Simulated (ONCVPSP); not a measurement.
Logarithmic derivatives: arsenic (As), ONCV

As, optimised norm-conserving Vanderbilt (ONCV), made with ONCVPSP 4.0.1 (PBE, scalar-relativistic). Core [Ar] 3d10, reference 4s2 (charge +3). Waves: 4s: rc 1.40 bohr, ncon 3, nbas 6, qcut 3.6 1/bohr, 2 projectors, debl 0.7 Ha; p scattering state at 0.24 Ha: rc 1.20 bohr, ncon 4, nbas 8, qcut 7.7 1/bohr, 3 projectors, debl 3.4 Ha; d scattering state at 0.12 Ha: rc 1.40 bohr, ncon 3, nbas 6, qcut 8 1/bohr, 2 projectors, debl 3.7 Ha. Local part: polynomial inside 0.85 bohr (lpopt 5, dvloc0 3 Ha). Core correction: none.

In the s channel the program set the typed energies aside and used -1.633, 0.250 Ha. In the p channel the program set the typed energies aside and used 0.050, 3.450, 6.850 Ha.

The phase is arctan(r·R′/R) of the radial function R(r), unwrapped; energies in Ha, scanned from -3 to 5 Ha. A pole is an energy at which the radial function vanishes at the test radius. The pseudo phase is shifted by a multiple of π to meet the all-electron one at the reference energy, and phase errors are pseudo minus all-electron; the curves can meet again beyond the range given. Levels narrower than the energy grid can be missing from the lists of poles. Where the grid stepped over a known ghost or core level, its pole and its step of π were put in at the level’s energy.

A narrow feature of the pseudo curve, probably an extra level, lies near -1.60 Ha in the s channel; the grid steps over it, so the window and error are not given (n/a).

```
channel  radius (bohr)  reference energy (Ha)  poles, all-electron  poles, pseudo  unbroken range about the reference energy with phases within 0.05 rad  phase error 1 Ha above the reference energy (rad)
      s           1.42                  -1.63                 3.21           3.20                                                                    n/a                                                n/a
      p           1.22                   0.05                 none           none                                                        the whole range                                             +0.000
      d           1.42                   0.12         -2.75, -2.50          -0.68                                                             above -0.3                                             +0.024
```

Note: ghosts flagged at negative energy: p at -170.5 eV, s at -42.3 eV (a further GHOST(-) flag falls on a real empty level of the atom); GHOST(+) flags only above 600 eV. A true bound ghost makes a file unfit for plane-wave use.

Phases in the d channel:

| E (Ha) | all-electron | pseudo |
| --- | --- | --- |
| -2.98 | 2.488 | 1.169 |
| -2.76 | 1.866 | 1.149 |
| -2.54 | -1.539 | 1.125 |
| -2.32 | -1.678 | 1.098 |
| -2.10 | -1.769 | 1.065 |
| -1.88 | -1.841 | 1.026 |
| -1.66 | -1.904 | 0.978 |
| -1.44 | -1.965 | 0.913 |
| -1.22 | -2.030 | 0.819 |
| -1.00 | -2.102 | 0.637 |
| -0.78 | -2.187 | -0.353 |
| -0.56 | -2.288 | -2.069 |
| -0.34 | -2.416 | -2.361 |
| -0.12 | -2.577 | -2.566 |
| 0.10 | -2.778 | -2.779 |
| 0.32 | -3.019 | -3.017 |
| 0.54 | -3.282 | -3.269 |
| 0.76 | -3.534 | -3.513 |
| 0.98 | -3.752 | -3.728 |
| 1.20 | -3.927 | -3.904 |
| 1.42 | -4.064 | -4.044 |
| 1.64 | -4.170 | -4.154 |
| 1.86 | -4.254 | -4.242 |
| 2.08 | -4.322 | -4.312 |
| 2.30 | -4.377 | -4.370 |
| 2.52 | -4.422 | -4.418 |
| 2.74 | -4.461 | -4.458 |
| 2.96 | -4.494 | -4.492 |
| 3.18 | -4.523 | -4.522 |
| 3.40 | -4.548 | -4.548 |
| 3.62 | -4.571 | -4.571 |
| 3.84 | -4.591 | -4.591 |
| 4.06 | -4.610 | -4.610 |
| 4.28 | -4.627 | -4.627 |
| 4.50 | -4.643 | -4.642 |
| 4.72 | -4.658 | -4.656 |
| 4.94 | -4.672 | -4.669 |
